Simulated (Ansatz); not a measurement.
C2H8F2In2 (`[CH3][In@H-]1[F+][In@H-]([CH3])[F+]1`). The species carries charge 0 and has multiplicity 1. In takes the def2 core potential. The structure was optimised at the PBE0-D4/def2-TZVP level.

```xyz
14

C     1.405   -0.211   -2.741
In    0.476   -1.192   -1.101
F    -1.180    0.084   -0.603
In   -0.473    1.187    1.101
C    -1.408    0.219    2.745
F     1.179   -0.096    0.609
H     1.043   -0.600   -3.693
H     1.175    0.853   -2.677
H     2.487   -0.345   -2.695
H     0.031   -2.706   -0.461
H    -0.021    2.695    0.450
H    -1.413    0.843    3.638
H    -0.865   -0.704    2.952
H    -2.436   -0.029    2.477
```

What is the dipole moment at r2SCAN/def2-TZVPP? (Best estimate.)

Ansatz gave: 0.01 D, zero by symmetry or nearly so.

Give the Mulliken charges with r2SCAN, B3LYP, PBE in def2-TZVPP. (An estimate is asked.)

Ansatz gave: 
```
atom  r2SCAN  B3LYP    PBE
  C1   -0.46  -0.57  -0.55
 In2    0.87   0.91   0.82
  F3   -0.55  -0.56  -0.50
 In4    0.87   0.92   0.83
  C5   -0.47  -0.58  -0.56
  F6   -0.55  -0.56  -0.50
  H7    0.09   0.11   0.11
  H8    0.09   0.12   0.12
  H9    0.09   0.11   0.11
 H10   -0.12  -0.13  -0.11
 H11   -0.12  -0.13  -0.12
 H12    0.09   0.11   0.12
 H13    0.09   0.12   0.12
 H14    0.09   0.11   0.12
```

B3LYP here is the variant with VWN-RPA as its local correlation; programs differ in this.
